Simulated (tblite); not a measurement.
Compound: C6H5ClF (doublet state).
SMILES with atom numbers: `[C:1]#[C:2][C@@H:3]1[CH2:4][C@H:5]([Cl:6])[C@@H:7]1[F:8]` (hydrogens: H9 on C3; H10, H11 on C4; H12 on C5; H13 on C7)
Bond orders are those of one Lewis drawing.

Computed with GFN2-xTB (tblite), gas phase: L-BFGS steps from a force-field or distance-geometry start until the largest atomic force falls under 0.01 eV/Å.

The end geometry, which sets the zero of energy:
```
atom  x, y, z in Å
C1      3.0032    0.8542    0.7217
C2      1.8847    0.4332    0.7090
C3      0.5236   -0.0769    0.7417
C4      0.1352   -1.0528   -0.3881
C5     -1.1540   -0.2487   -0.5956
Cl6    -1.5769    0.1535   -2.2671
C7     -0.5790    0.9010    0.2607
F8     -0.1020    1.9386   -0.4776
H9      0.3047   -0.4643    1.7386
H10     0.8057   -0.9727   -1.2410
H11     0.0170   -2.0968   -0.1100
H12    -2.0325   -0.6994   -0.1343
H13    -1.2341    1.3316    1.0242
```

**Question.** These geometries come from the run, each turned onto the end geometry. Order them by energy, lowest first.
A.
```
atom  x, y, z in Å
C1      2.9856    0.7187    1.0335
C2      2.0833    0.4496    0.9156
C3      0.5311   -0.0595    0.7279
C4      0.1654   -0.9780   -0.4830
C5     -1.1925   -0.2656   -0.5586
Cl6    -1.9823   -0.0600   -2.1353
C7     -0.5435    0.9402    0.1623
F8      0.0060    1.8674   -0.6759
H9      0.1046   -0.5120    1.6630
H10     0.8019   -0.7624   -1.3456
H11     0.1432   -2.0440   -0.3082
H12    -1.9395   -0.7420    0.0944
H13    -1.1678    1.4481    0.8922
```
B.
```
atom  x, y, z in Å
C1      3.0148    0.7697    0.9867
C2      1.8881    0.4119    0.8040
C3      0.5210   -0.0703    0.7207
C4      0.1595   -1.0101   -0.4464
C5     -1.1819   -0.2747   -0.5494
Cl6    -1.8158    0.0625   -2.1716
C7     -0.5541    0.9159    0.2046
F8     -0.0452    1.8433   -0.6519
H9      0.2406   -0.4769    1.6938
H10     0.7759   -0.8067   -1.3188
H11     0.1352   -2.0756   -0.2448
H12    -1.9805   -0.7465    0.0243
H13    -1.1620    1.4582    0.9309
```
C.
```
atom  x, y, z in Å
C1      3.0256    0.7312    1.0411
C2      1.8875    0.3891    0.8813
C3      0.5195   -0.0624    0.7063
C4      0.1819   -0.9881   -0.4773
C5     -1.1681   -0.2688   -0.5455
Cl6    -1.9412   -0.0412   -2.1221
C7     -0.5371    0.9379    0.1789
F8     -0.0114    1.8586   -0.6718
H9      0.1664   -0.4841    1.6455
H10     0.7959   -0.7581   -1.3447
H11     0.1557   -2.0583   -0.2983
H12    -1.9198   -0.7325    0.0916
H13    -1.1594    1.4772    0.8972
```
D.
```
atom  x, y, z in Å
C1      3.1122    0.7576    1.0486
C2      1.9428    0.4075    0.8966
C3      0.5284   -0.0605    0.7276
C4      0.1686   -0.9774   -0.4820
C5     -1.1899   -0.2666   -0.5554
Cl6    -1.9810   -0.0596   -2.1340
C7     -0.5403    0.9400    0.1634
F8      0.0034    1.8662   -0.6754
H9      0.1121   -0.5079    1.6585
H10     0.8008   -0.7621   -1.3457
H11     0.1441   -2.0450   -0.3073
H12    -1.9379   -0.7416    0.0945
H13    -1.1677    1.4499    0.8929
```
E.
```
atom  x, y, z in Å
C1      3.0014    0.8649    0.8092
C2      1.8907    0.4297    0.7224
C3      0.5294   -0.0778    0.7259
C4      0.1385   -1.0500   -0.4054
C5     -1.1608   -0.2541   -0.5848
Cl6    -1.6304    0.1419   -2.2459
C7     -0.5681    0.9038    0.2475
F8     -0.0939    1.9238   -0.5170
H9      0.2916   -0.4720    1.7150
H10     0.7927   -0.9662   -1.2705
H11     0.0334   -2.0955   -0.1288
H12    -2.0246   -0.7070   -0.0968
H13    -1.2043    1.3589    1.0115
```

**Answer.** E (0.002 eV), B (0.019 eV), C (0.047 eV), D (0.220 eV), A (6.168 eV).

In the order of the answer:

```csv
step,E above end (eV),largest force (eV/Å),rms force component (eV/Å),rms distance from end (Å),rms bond change (Å),bond most changed (Å)
35,0.002,0.09,0.024,0.039,0.001,C3–C7 -0.002
25,0.019,0.11,0.038,0.164,0.002,C5–Cl6 +0.003
8,0.047,0.46,0.116,0.227,0.002,C1≡C2 +0.004
4,0.220,3.65,0.682,0.238,0.019,C2–C3 +0.045
2,6.168,61.89,13.704,0.244,0.087,C1≡C2 -0.246
```

What follows is the cost of the whole relaxation. Time: 0.28 s of wall time. Hardware: Arm Neoverse V2, one thread, shared host.
